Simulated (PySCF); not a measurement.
BFH2O2, SMILES OB(O)F. Atoms are numbered in the order given.

```xyz
6

B      0.0000     0.0000    -0.0339
F      0.0000     0.0000     1.3109
O      0.0000     1.1678    -0.7113
H      0.0000     1.9293    -0.1243
O      0.0000    -1.1678    -0.7113
H      0.0000    -1.9293    -0.1243
```
Charge 0, spin multiplicity 1.

Coordinates come from a PBE0-D3(BJ)/def2-SVP optimisation. The values are those of a single conformer.

Level of theory: TDDFT-CAM-B3LYP/def2-SVPD in PySCF.

Vertical excitations. Gas-phase values at a fixed geometry. State labels are in the subgroup C2v.

Give excitation energies, oscillator strengths and character. (The exact figures need the calculation; the answer reports its results.)


```
state  symmetry  energy (eV)  λ (nm)      f                                              main pairs
-----  --------  -----------  ------  -----  ------------------------------------------------------
S1           A2         8.36     148  0.000                                          HOMO→LUMO 91 %
S2           B1         9.13     136  0.056                      HOMO→LUMO+1 52 %, HOMO−2→LUMO 43 %
S3           B2         9.33     133  0.003                                        HOMO−1→LUMO 88 %
S4           A1         9.67     128  0.079                    HOMO−3→LUMO 78 %, HOMO−1→LUMO+1 17 %
S5           B1        10.14     122  0.000                      HOMO−2→LUMO 53 %, HOMO→LUMO+1 40 %
S6           A2        10.44     119  0.000  HOMO→LUMO+3 36 %, HOMO−2→LUMO+1 29 %, HOMO→LUMO+4 25 %
S7           B2        10.69     116  0.188                      HOMO→LUMO+5 58 %, HOMO→LUMO+2 26 %
S8           A2        10.77     115  0.000                  HOMO−1→LUMO+5 49 %, HOMO−1→LUMO+2 47 %
S9           A1        10.90     114  0.004                    HOMO−1→LUMO+1 71 %, HOMO−3→LUMO 18 %
S10          B2        10.97     113  0.065                   HOMO−3→LUMO+1 60 %, HOMO−1→LUMO+4 9 %
T1           A2         8.08     153      0                                          HOMO→LUMO 86 %
T2           B1         8.76     142      0                      HOMO→LUMO+1 50 %, HOMO−2→LUMO 42 %
T3           B2         9.07     137      0                                        HOMO−1→LUMO 77 %
T4           B2         9.12     136      0                      HOMO→LUMO+5 46 %, HOMO→LUMO+2 46 %
```
Triplets are in the Tamm–Dancoff approximation, which puts them higher than full response would, so one can lie above its singlet here.
